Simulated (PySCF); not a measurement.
C₆H₉O (SMILES O=C1CC[CH]CC1), doublet, geometry from GFN2-xTB, with bond 1-2 at 1.25 times its length; PySCF with PBE0/STO-3G.

PySCF was given this input:
```python
from pyscf import gto, scf, dft

mol = gto.M(
    atom='''
O    -2.60775337    0.18358163    0.36521876
C    -1.11853851    0.07874331    0.15665256
C    -0.19376152    1.26653046    0.28011446
C     1.06928310    1.12646069   -0.57215067
C     1.78605069   -0.12573509   -0.25013838
C     1.01961696   -1.27351588    0.27959790
C    -0.43509445   -1.22226002   -0.19204248
H    -0.74557191    2.17538625    0.03401302
H     0.08950526    1.33091202    1.33516272
H     1.72187303    1.99176583   -0.42130000
H     0.77448763    1.14772450   -1.63394651
H     2.84732669   -0.20044721   -0.39877126
H     1.48075649   -2.21722578   -0.02723183
H     1.02631754   -1.27449828    1.38174174
H    -1.01805368   -2.05122986    0.21298471
H    -0.46269552   -1.30464002   -1.28289701
''',
    basis='sto-3g',
    spin=1,
    verbose=4,
)

mf = dft.UKS(mol)
mf.xc = 'pbe0'
mf.kernel()
mo_i, mo_e, stable_i, stable_e = mf.stability(internal=True, external=False, return_status=True, nroots=6, tol=1e-6)
print('internally stable:', stable_i, ' externally stable:', stable_e)
if not stable_i:
    umf = mf.copy()
    umf.scf_summary = {}
    umf.kernel(umf.make_rdm1(mo_i, mf.mo_occ))
mf.analyze()
```

Output, abridged:

```
PySCF version 2.14.0

[INPUT] verbose = 4
[INPUT] num. atoms = 16
[INPUT] num. electrons = 53
[INPUT] charge = 0
[INPUT] spin (= nelec alpha-beta = 2S) = 1
[INPUT] symmetry False subgroup None
[INPUT] Mole.unit = angstrom
[INPUT] Symbol           X                Y                Z      unit          X                Y                Z       unit  Magmom
[...]
nuclear repulsion = 291.863656043454
number of shells = 30
number of NR pGTOs = 132
number of NR cGTOs = 44
basis = sto-3g
ecp = {}

******** <class 'pyscf.dft.uks.UKS'> ********
method = UKS
initial guess = minao
damping factor = 0
level_shift factor = 0
DIIS = <class 'pyscf.scf.diis.CDIIS'>
diis_start_cycle = 1
diis_space = 8
diis_damp = 0
SCF conv_tol = 1e-09
SCF conv_tol_grad = None
SCF max_cycles = 50
direct_scf = True
direct_scf_tol = 1e-13
number electrons alpha = 27  beta = 26
XC library pyscf.dft.libxc version 7.1.2
    S. Lehtola, C. Steigemann, M. J. T. Oliveira, and M. A. L. Marques,  SoftwareX 7, 1–5 (2018)
XC functionals = pbe0
    C. Adamo and V. Barone,  J. Chem. Phys. 110, 6158 (1999)
    M. Ernzerhof and G. E. Scuseria,  J. Chem. Phys. 110, 5029 (1999)
radial grids:
    Treutler-Ahlrichs [JCP 102, 346 (1995); DOI:10.1063/1.469408] (M4) radial grids

becke partition: Becke, JCP 88, 2547 (1988); DOI:10.1063/1.454033
pruning grids: <function nwchem_prune>
grids dens level: 3
symmetrized grids: False
atomic radii adjust function: <function treutler_atomic_radii_adjust>
small_rho_cutoff = 0
Set gradient conv threshold to 3.16228e-05
tot grids = 187064
init E= -305.598829800025

cycle= 1 E= -304.678695046142  delta_E= 0.92  |g|= 0.572  |ddm|= 3.62

cycle= 2 E= -301.563112260182  delta_E= 3.12  |g|= 1.92  |ddm|= 3.09
cycle= 3 E= -304.940254404535  delta_E= -3.38  |g|= 0.214  |ddm|=  2.6
cycle= 4 E= -304.966649471535  delta_E= -0.0264  |g|= 0.0827  |ddm|= 0.348
cycle= 5 E= -304.9696982294  delta_E= -0.00305  |g|= 0.0479  |ddm|= 0.0642
cycle= 6 E= -304.97101676075  delta_E= -0.00132  |g|= 0.0156  |ddm|= 0.0435
cycle= 7 E= -304.971166759462  delta_E= -0.00015  |g|= 0.00182  |ddm|= 0.0204
cycle= 8 E= -304.971169197116  delta_E= -2.44e-06  |g|= 0.00139  |ddm|= 0.0033
cycle= 9 E= -304.971171335366  delta_E= -2.14e-06  |g|= 0.000745  |ddm|= 0.00239
cycle= 10 E= -304.971173126029  delta_E= -1.79e-06  |g|= 0.000549  |ddm|= 0.0025
cycle= 11 E= -304.971170145872  delta_E= 2.98e-06  |g|= 0.000478  |ddm|= 0.00471
cycle= 12 E= -304.971164914538  delta_E= 5.23e-06  |g|= 0.000266  |ddm|= 0.0148
cycle= 13 E= -304.971164585295  delta_E= 3.29e-07  |g|= 8.23e-05  |ddm|= 0.00487
cycle= 14 E= -304.971164594113  delta_E= -8.82e-09  |g|= 2.49e-05  |ddm|= 0.000322
cycle= 15 E= -304.971164598811  delta_E= -4.7e-09  |g|= 1.91e-05  |ddm|= 0.000187
cycle= 16 E= -304.971164606946  delta_E= -8.13e-09  |g|= 1.3e-05  |ddm|= 0.000416
cycle= 17 E= -304.971164613249  delta_E= -6.3e-09  |g|= 5.65e-06  |ddm|= 0.000573
cycle= 18 E= -304.971164614322  delta_E= -1.07e-09  |g|= 7.69e-07  |ddm|= 0.000335
cycle= 19 E= -304.971164614324  delta_E= -2.05e-12  |g|= 3.96e-07  |ddm|= 1.55e-05
Extra cycle  E= -304.971164614323  delta_E= 6.82e-13  |g|= 1.12e-06  |ddm|= 1.68e-06
converged SCF energy = -304.971164614323  <S^2> = 0.75492405  2S+1 = 2.004918
uhf_internal: lowest eigs of H = [-0.06462082  0.04258957  0.1947497   0.29322271  0.30856137  0.34962858]
<class 'pyscf.dft.uks.UKS'> wavefunction has an internal instability
internally stable: False  externally stable: None

******** <class 'pyscf.dft.uks.UKS'> ********
method = UKS
initial guess = minao
damping factor = 0
level_shift factor = 0
DIIS = <class 'pyscf.scf.diis.CDIIS'>
diis_start_cycle = 1
diis_space = 8
diis_damp = 0
SCF conv_tol = 1e-09
SCF conv_tol_grad = None
SCF max_cycles = 50
direct_scf = True
direct_scf_tol = 1e-13
number electrons alpha = 27  beta = 26
XC library pyscf.dft.libxc version 7.1.2
    S. Lehtola, C. Steigemann, M. J. T. Oliveira, and M. A. L. Marques,  SoftwareX 7, 1–5 (2018)
XC functionals = pbe0
[...]
converged SCF energy = -304.973764554132  <S^2> = 1.0569378  2S+1 = 2.2864276
Total Energy =                        -304.971164614322902
[...]
Nuclear Repulsion Energy =             291.863656043454171
One-electron Energy =                 -993.567222974656261
Two-electron Energy =                  396.732402316879245
Two-electron Coulomb Energy =          440.915952919621645
DFT Exchange-Correlation Energy =      -44.183550602742386
**** MO energy ****
                             alpha | beta                alpha | beta
[...]
To work with the spin densities directly, `use mulliken_meta_spin()` only printing them here.

 ** Mulliken spin pop alpha/beta on meta-lowdin orthogonal AOs **
 ** Mulliken Spin Density (per AO)  **
spin_pop of  0 O 1s        0.00000
spin_pop of  0 O 2s       -0.00001
spin_pop of  0 O 2px      -0.00036
spin_pop of  0 O 2py      -0.00064
spin_pop of  0 O 2pz      -0.00369
spin_pop of  1 C 1s       -0.00000
spin_pop of  1 C 2s       -0.00017
spin_pop of  1 C 2px      -0.00008
spin_pop of  1 C 2py      -0.00014
spin_pop of  1 C 2pz       0.00420
spin_pop of  2 C 1s        0.00000
spin_pop of  2 C 2s        0.00333
spin_pop of  2 C 2px       0.00695
spin_pop of  2 C 2py       0.00072
spin_pop of  2 C 2pz       0.00288
spin_pop of  3 C 1s        0.00000
spin_pop of  3 C 2s       -0.01001
spin_pop of  3 C 2px      -0.01065
spin_pop of  3 C 2py      -0.02253
spin_pop of  3 C 2pz      -0.01639
spin_pop of  4 C 1s       -0.00002
spin_pop of  4 C 2s        0.05058
spin_pop of  4 C 2px       0.04673
spin_pop of  4 C 2py       0.12110
spin_pop of  4 C 2pz       0.78067
spin_pop of  5 C 1s        0.00000
spin_pop of  5 C 2s       -0.01001
spin_pop of  5 C 2px      -0.01095
spin_pop of  5 C 2py      -0.01994
spin_pop of  5 C 2pz      -0.01868
spin_pop of  6 C 1s        0.00000
spin_pop of  6 C 2s        0.00333
spin_pop of  6 C 2px       0.00872
spin_pop of  6 C 2py       0.00054
spin_pop of  6 C 2pz       0.00128
spin_pop of  7 H 1s        0.00003
spin_pop of  8 H 1s       -0.00082
spin_pop of  9 H 1s        0.01618
spin_pop of  10 H 1s        0.04903
spin_pop of  11 H 1s       -0.03558
spin_pop of  12 H 1s        0.01618
spin_pop of  13 H 1s        0.04903
spin_pop of  14 H 1s        0.00003
spin_pop of  15 H 1s       -0.00082
 ** Mulliken Spin Density (per atom)  **
spin density of  0 O =     -0.00471
spin density of  1 C =      0.00381
spin density of  2 C =      0.01388
spin density of  3 C =     -0.05958
spin density of  4 C =      0.99906
spin density of  5 C =     -0.05958
spin density of  6 C =      0.01388
spin density of  7 H =      0.00003
spin density of  8 H =     -0.00082
spin density of  9 H =      0.01618
spin density of  10 H =      0.04903
spin density of  11 H =     -0.03558
spin density of  12 H =      0.01618
spin density of  13 H =      0.04903
spin density of  14 H =      0.00003
spin density of  15 H =     -0.00082
 ** Mulliken pop alpha/beta on meta-lowdin orthogonal AOs **
 ** Mulliken pop       alpha | beta **
In total            27.00000 | 26.00000
 ** Mulliken atomic charges   ( Nelec_alpha | Nelec_beta ) **
charge of  0O =     -0.14736  (     4.07133      4.07603 )
charge of  1C =      0.07609  (     2.96386      2.96005 )
charge of  2C =     -0.10100  (     3.05744      3.04356 )
charge of  3C =     -0.08526  (     3.01284      3.07242 )
charge of  4C =     -0.05186  (     3.52546      2.52640 )
charge of  5C =     -0.08526  (     3.01284      3.07242 )
charge of  6C =     -0.10100  (     3.05744      3.04356 )
charge of  7H =      0.06105  (     0.46949      0.46946 )
charge of  8H =      0.06189  (     0.46864      0.46946 )
charge of  9H =      0.05357  (     0.48130      0.46513 )
charge of  10H =      0.05052  (     0.49926      0.45023 )
charge of  11H =      0.04160  (     0.46141      0.49699 )
charge of  12H =      0.05357  (     0.48130      0.46513 )
charge of  13H =      0.05052  (     0.49926      0.45023 )
charge of  14H =      0.06105  (     0.46949      0.46946 )
charge of  15H =      0.06189  (     0.46865      0.46946 )
Dipole moment(X, Y, Z, Debye):  2.21018, -0.15559, -0.30953
```
